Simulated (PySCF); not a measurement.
CH₇GeNSi₂, SMILES [GeH2]1[SiH2]N=[C]1[SiH3]. The structure is a stationary point at ωB97X-D3(BJ)/def2-SVP. The structure was generated by enumeration, and PubChem lists no compound with its InChIKey, so it may never have been made.

Computed equilibrium geometry at ωB97X-D3(BJ)/def2-SVP (PySCF confirms it by a frequency run) as bond lengths and angles, and its point group:
point group Cs.
Atoms: Si1 C2 N3 Si4 Ge5 H6 H7 H8 H9 H10 H11 H12. Bond lengths (Å): Si1–C2 1.897, Si1–H6 1.488, Si1–H7 1.494, Si1–H8 1.494, C2–N3 1.291, C2–Ge5 2.018, N3–Si4 1.808, Si4–Ge5 2.373, Si4–H9 1.490, Si4–H10 1.490, Ge5–H11 1.538, Ge5–H12 1.538. Angles (°): C2–Si1–H6 111.5, C2–Si1–H7 108.3, C2–Si1–H8 108.3, H6–Si1–H7 110.3, H6–Si1–H8 110.3, H7–Si1–H8 108.0, Si1–C2–N3 122.3, Si1–C2–Ge5 130.2, N3–C2–Ge5 107.5, C2–N3–Si4 105.1, N3–Si4–Ge5 79.3, N3–Si4–H9 112.4, N3–Si4–H10 112.4, Ge5–Si4–H9 120.2, Ge5–Si4–H10 120.2, H9–Si4–H10 108.8, C2–Ge5–Si4 68.2, C2–Ge5–H11 115.7, C2–Ge5–H12 115.7, Si4–Ge5–H11 121.6, Si4–Ge5–H12 121.6, H11–Ge5–H12 108.6.
Charge 0, spin multiplicity 1.
